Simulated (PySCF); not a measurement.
## Pb- (lead, charge -1) across methods

[Xe] 4f14 5d10 6s2 6p3, high-spin 4S determinant. Calculation: PySCF 2.14, in aug-cc-pwCVTZ-PP with ECP60MDF (8s7p6d4f1g, 96 functions); scalar relativity through the core potential.

```json
{"method": "r2SCAN", "E (hartree)": "-192.9786", "mean ε 6s α (eV)": "-7.153", "mean ε 6s β (eV)": "-5.498", "mean ε 6p α (eV)": "0.814", "Σ⟨r²⟩ (bohr²)": "95.92", "⟨S²⟩": "3.755"}
{"method": "wB97M-V", "E (hartree)": "-192.8079", "mean ε 6s α (eV)": "-10.554", "mean ε 6s β (eV)": "-8.301", "mean ε 6p α (eV)": "-1.310", "Σ⟨r²⟩ (bohr²)": "94.94", "⟨S²⟩": "3.756"}
{"method": "UHF", "E (hartree)": "-191.86786", "mean ε 6s α (eV)": "-11.621", "mean ε 6s β (eV)": "-7.590", "mean ε 6p α (eV)": "-1.451", "Σ⟨r²⟩ (bohr²)": "95.49", "⟨S²⟩": "3.760"}
{"method": "TPSSh", "E (hartree)": "-192.8215", "mean ε 6s α (eV)": "-7.282", "mean ε 6s β (eV)": "-5.638", "mean ε 6p α (eV)": "0.779", "Σ⟨r²⟩ (bohr²)": "96.07", "⟨S²⟩": "3.752"}
{"method": "PBE0", "E (hartree)": "-192.8858", "mean ε 6s α (eV)": "-8.084", "mean ε 6s β (eV)": "-6.256", "mean ε 6p α (eV)": "0.345", "Σ⟨r²⟩ (bohr²)": "96.20", "⟨S²⟩": "3.753"}
{"method": "LDA", "E (hartree)": "-192.6243", "mean ε 6s α (eV)": "-6.959", "mean ε 6s β (eV)": "-5.967", "mean ε 6p α (eV)": "0.909", "Σ⟨r²⟩ (bohr²)": "98.85", "⟨S²⟩": "3.751"}
{"method": "r2SCANh", "E (hartree)": "-192.9563", "mean ε 6s α (eV)": "-7.668", "mean ε 6s β (eV)": "-5.815", "mean ε 6p α (eV)": "0.563", "Σ⟨r²⟩ (bohr²)": "95.36", "⟨S²⟩": "3.755"}
{"method": "PBE", "E (hartree)": "-192.9148", "mean ε 6s α (eV)": "-6.721", "mean ε 6s β (eV)": "-5.567", "mean ε 6p α (eV)": "1.006", "Σ⟨r²⟩ (bohr²)": "98.96", "⟨S²⟩": "3.751"}
```

(1) Estimate the same row for B97-3.

Energies and moments cover only the electrons outside the core potential. Spin-orbit coupling, which splits the p, d and f shells strongly at this Z, is absent. Spin-orbit coupling is strong in this species (close to jj coupling), so the high-spin LS determinant is a model state, not a physical level.

The highest occupied level is positive at r2SCAN, TPSSh, PBE0, LDA, r2SCANh, PBE, B97-3: only the finite basis holds that electron, which in a density functional comes from self-interaction.

Results:

(1) E (hartree) = -192.9152; mean ε 6s α (eV) = -8.070; mean ε 6s β (eV) = -6.270; mean ε 6p α (eV) = 0.457; Σ⟨r²⟩ (bohr²) = 96.54; ⟨S²⟩ = 3.752.
